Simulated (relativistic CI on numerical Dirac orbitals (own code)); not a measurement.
**Transition arrays of Lu³⁰⁺**

Computed by Dirac-Coulomb-Breit CI, orbitals from a KLI potential per configuration, a model potential for QED, valence Slater integrals scaled by 0.9, whole transition arrays (own radial code, finite nucleus).

Configuration list (outside the closed core [Ar] 3d10 4s2): 4p⁶4d⁵, 4p⁶4d⁴4f, 4p⁵4d⁶, 4p⁶4d⁴5p, 4p⁶4d⁴5f. Levels of other configurations are missing.

All E1 lines from the levels of 4p⁶4d⁵; mean and standard deviation are weighted by gf, and upper levels are sorted by their leading configuration.

```
Upper configuration  Lines    Σgf  Mean (eV)  Mean (nm)  σ (eV)  Strongest line (nm)
           4p⁶4d⁴4f   6024  720.4     214.06      5.792   12.98                5.608
             4p⁵4d⁶   2691  572.9     235.29      5.269   15.95                5.424
           4p⁶4d⁴5p   3245  121.9     427.95      2.897    8.25                2.867
           4p⁶4d⁴5f   5470  371.2     587.86      2.109    7.17                2.126
```

Σgf per state of the lower configuration in bins of 0.2 nm over the central range (centre: value): 2.1: 1.47, 2.7: 0.03, 2.9: 0.45, 4.9: 0.21, 5.1: 0.95, 5.3: 0.63, 5.5: 0.89, 5.7: 1.56, 5.9: 0.20, 6.1: 0.16, 6.3: 0.15, 6.5: 0.12, 6.7: 0.06.

(1) How do configuration mixing and the scaling of the Slater integrals move the arrays?

Results:

(1) Slater scale 0.9, no configuration mixing: 4p⁶4d⁴4f 209.1 ± 9.4 eV (Σgf 681.7), 4p⁵4d⁶ 206.9 ± 28.8 eV (Σgf 515.7), 4p⁶4d⁴5p 428.2 ± 8.2 eV (Σgf 134.5), 4p⁶4d⁴5f 587.8 ± 7.2 eV (Σgf 365.6); Slater scale 1: 4p⁶4d⁴4f 218.1 ± 13.6 eV (Σgf 726.6), 4p⁵4d⁶ 238.2 ± 16.1 eV (Σgf 588.5), 4p⁶4d⁴5p 428.0 ± 8.5 eV (Σgf 120.4), 4p⁶4d⁴5f 587.9 ± 7.4 eV (Σgf 371.8); Slater scale 0.8: 4p⁶4d⁴4f 210.6 ± 12.1 eV (Σgf 733.8), 4p⁵4d⁶ 232.4 ± 16.7 eV (Σgf 537.7), 4p⁶4d⁴5p 427.9 ± 8.1 eV (Σgf 123.4), 4p⁶4d⁴5f 587.8 ± 7.0 eV (Σgf 370.6). With mixing, levels are counted to their leading configuration, so an array can shrink or vanish into another, and the sums then hold other lines.
